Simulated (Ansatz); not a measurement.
`C=C(Cl)S[SiH3]` + HI → `C=C(Cl)I` + `[SiH3]S`  (substitution at a C–S bond)

Calculated with Ansatz (gas phase, PBE0-D4/def2-TZVP geometries, no zero-point term in ΔE). CCSD(T)/CBS adds triple-zeta CCSD(T) − MP2 to the extrapolated MP2 energy (def2 sets, frozen cores). Elements past krypton have def2 core potentials. For I outer-core shells are correlated without core-valence functions, which leaves a few kJ/mol of doubt a bond. One conformer a species, not always the lowest.

`C=C(Cl)S[SiH3]`:

Cartesian coordinates in Å:
```
C -0.662 -1.143 -1.809
C -0.313 -0.130 -1.028
Cl -1.375 1.225 -0.822
S 1.254 -0.050 -0.236
Si 0.727 0.696 1.709
H -1.595 -1.131 -2.357
H -0.005 -1.997 -1.911
H 1.969 0.469 2.488
H -0.401 -0.081 2.275
H 0.401 2.141 1.692
```

HI:

Z-matrix (Å, degrees):
```
I
H 1 1.610
```

`C=C(Cl)I`:

Z-matrix (Å, degrees):
```
C
C 1 1.322
H 1 1.081 2 120.9
H 1 1.083 2 120.3 3 179.9
Cl 2 1.715 1 122.4 3 -180.0
I 2 2.084 1 122.2 3 0.0
```

`[SiH3]S`:

```xyz
6

Si    0.391   -0.338   -0.105
S    -0.511    1.456    0.625
H    -0.135   -1.539    0.593
H     1.837   -0.180    0.180
H     0.177   -0.502   -1.566
H    -1.759    1.104    0.273
```

```json
{"species": "`C=C(Cl)S[SiH3]`", "MP2/CBS(def2) energy (Eh)": "-1225.63174"}
{"species": "HI", "MP2/CBS(def2) energy (Eh)": "-298.04838"}
{"species": "`C=C(Cl)I`", "MP2/CBS(def2) energy (Eh)": "-834.45934"}
{"species": "`[SiH3]S`", "MP2/CBS(def2) energy (Eh)": "-689.21850"}
```

Q: Work out ΔE.

A: ΔE = (-834.45934) + (-689.21850) − (-1225.63174) − (-298.04838) = 0.00228 Eh = +6.0 kJ/mol. CCSD(T)/CBS gives +7.6 kJ/mol.

Largest T1 diagnostic among the species: 0.012.

The D4 term adds +6.1 kJ/mol with B3LYP and +3.6 kJ/mol with PBE0; it sums over pairs of atoms, weighted by their polarisabilities, and B3LYP, whose exchange is more repulsive, gets the larger term.

B3LYP here is the variant with VWN-RPA as its local correlation; programs differ in this.
